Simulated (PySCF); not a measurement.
In(Et)(OH)2 (C₂H₇InO₂), SMILES C[CH2][In]([OH])[OH].

Geometry optimised at B3LYP-D3(BJ)/def2-SVP. The structure was generated by enumeration; whether it is a known compound was not checked. The def2 effective core potentials stand for the cores of In; spin–orbit coupling is left out. The values are those of a single conformer.

Calculation: TDA-PBE/def2-SVPD run with PySCF.

Vertical excitations. 

Give excitation energies, oscillator strengths and character. (The exact figures need the calculation; the answer reports its results.)


| state | energy (eV) | λ (nm) | f | main pairs |
|---|---|---|---|---|
| S1 | 4.44 | 279 | 0.000 | HOMO→LUMO 100 % |
| S2 | 4.94 | 251 | 0.039 | HOMO−2→LUMO 98 % |
| S3 | 5.12 | 242 | 0.020 | HOMO→LUMO+1 45 %, HOMO−3→LUMO 45 %, HOMO−1→LUMO 9 % |
| S4 | 5.28 | 235 | 0.138 | HOMO−1→LUMO 67 %, HOMO−2→LUMO+1 17 % |
| S5 | 5.40 | 229 | 0.010 | HOMO−1→LUMO+1 98 % |
| S6 | 5.75 | 216 | 0.000 | HOMO−3→LUMO+1 100 % |
| S7 | 5.94 | 209 | 0.091 | HOMO→LUMO+1 38 %, HOMO−3→LUMO 33 %, HOMO−1→LUMO+2 15 % |
| S8 | 6.03 | 205 | 0.132 | HOMO−2→LUMO+1 67 %, HOMO−1→LUMO 11 % |
| S9 | 6.10 | 203 | 0.021 | HOMO→LUMO+2 99 % |
| S10 | 6.42 | 193 | 0.049 | HOMO−1→LUMO+2 64 %, HOMO−4→LUMO 18 % |
| T1 | 4.19 | 296 | 0 | HOMO→LUMO 99 % |
| T2 | 4.23 | 293 | 0 | HOMO−1→LUMO 99 % |
| T3 | 4.58 | 271 | 0 | HOMO−2→LUMO 99 % |
| T4 | 4.71 | 263 | 0 | HOMO−3→LUMO 81 %, HOMO→LUMO+1 18 % |
Triplets are in the Tamm–Dancoff approximation.
